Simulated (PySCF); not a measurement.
Ge(H)3(OSiH3) (GeH₆OSi), SMILES [SiH3][O][GeH3].

Coordinates come from a PBE-D3(BJ)/def2-SVP optimisation. This is a generated structure with no PubChem entry under its InChIKey; it may be hypothetical.

Level of theory: PySCF 2.14.0 with PBE-D3(BJ)/def2-SVP.

Frequencies are harmonic and unscaled.

Computed harmonic wavenumbers and intensities:
```tsv
mode	ν (cm⁻¹)	IR (km/mol)	moving atoms (share of kinetic energy)
1	47	1.7	H 58 %, O 37 %
2	72	0.2	H 96 %
3	116	0.9	O 36 %, Si 30 %, H 19 %, Ge 15 %
4	508	15.5	O 37 %, Si 26 %, Ge 23 %, H 14 %
5	612	18.3	H 92 %
6	622	15.7	H 90 %
7	697	60.9	H 82 %, O 10 %, Si 9 %
8	714	57.9	H 76 %, O 14 %, Si 10 %
9	823	437.8	H 86 %
10	836	42.8	H 99 %
11	841	46.1	H 98 %
12	908	68.0	H 96 %
13	918	68.9	H 96 %
14	964	164.5	H 92 %
15	976	222.5	O 69 %, Si 16 %, H 13 %
16	2071	60.0	H 99 %
17	2080	114.2	H 98 %
18	2116	104.2	H 99 %
19	2140	163.6	H 96 %
20	2141	92.7	H 98 %
21	2185	120.3	H 97 %
```
